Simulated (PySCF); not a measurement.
C₄H₃ClF₂, SMILES C(=C)(/C(=C\F)Cl)F. Geometry optimised at B3LYP-D3(BJ)/def2-SVP. The structure was generated by enumeration; whether it is a known compound was not checked. The values are those of a single conformer.

Computed equilibrium geometry at B3LYP-D3(BJ)/def2-SVP (PySCF confirms it by a frequency run) as a Z-matrix, and its point group (one conformer of several):
point group Cs.
```
C
C 1 1.3460
F 2 1.3260 1 123.85
H 2 1.0927 3 113.80 1 180.00
C 1 1.4666 2 126.73 4 180.00
C 5 1.3367 1 127.13 2 180.00
F 5 1.3424 6 119.82 1 180.00
H 6 1.0875 5 120.66 7 180.00
H 6 1.0906 8 119.84 5 180.00
Cl 1 1.7482 2 116.45 4 0.00
```
